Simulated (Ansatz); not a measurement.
`N=C1S[SiH]1O`, relaxed with RKS PBE0-D4/def2-TZVP in Ansatz from a PBE-D4/def2-SVP geometry. The force threshold is 0.005 eV/Å; the program also tests the step.

The species carries charge 0 and has multiplicity 1.

Start:

```xyz
8

N    -2.089   -0.684   -0.368
C    -0.922   -0.199   -0.442
S    -0.379    1.327   -1.363
Si    0.890    0.063   -0.189
O     1.590    0.597    1.227
H    -2.079   -1.538    0.217
H     1.934   -0.779   -0.840
H     1.054    1.215    1.757
```

(1) How much energy does the relaxation release, and in how many steps? (Estimate.)

(2) Which bonds change most? (Best estimate.)

(3) Give the relaxed structure. (An estimate is asked.)

Results:

(1) Ansatz gave: 1.73 kcal/mol, in 10 steps, 2 of them rejected.

(2) Ansatz gave: S3–Si4 from 2.142 to 2.100 Å; Si4–O5 from 1.668 to 1.628 Å; C2–S3 from 1.863 to 1.831 Å; C2–Si4 from 1.848 to 1.825 Å.

(3) Ansatz gave: 
```xyz
8

N    -2.057   -0.676   -0.361
C    -0.902   -0.199   -0.434
S    -0.369    1.303   -1.335
Si    0.887    0.071   -0.189
O     1.546    0.581    1.210
H    -2.061   -1.521    0.212
H     1.905   -0.771   -0.838
H     1.050    1.213    1.735
```
